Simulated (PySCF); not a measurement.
W(F)5(OH) (F₅HOW), SMILES [W]([F])([F])([F])([OH])([F])[F], multiplicity 1.

Geometry optimised at B3LYP-D3(BJ)/def2-SVP. The spin state was assumed, not searched. The isomer is the one that the SMILES or the coordinates give; other isomers of the formula were not compared. The def2 effective core potentials stand for the cores of W; spin–orbit coupling is left out. Other conformers were not sampled.

Method: M06-2X/def2-TZVP (PySCF).

The molecule is in vacuum.

Computed frontier levels, gap, dipole moment and polarisability:
```yaml
highest_occupied_level: -13.44 eV
lowest_empty_level: -3.29 eV
orbital_gap: 10.14 eV
dipole_moment: 4.12 D
quadrupole, principal values (traceless, Buckingham form, about the centre of nuclear charge): -6.85, -6.85, 13.71 D·Å
mean_static_polarisability: 45.9 bohr³ (6.80 Å³)
polarisability_principal_values: 42.9, 42.9, 51.8 bohr³
```
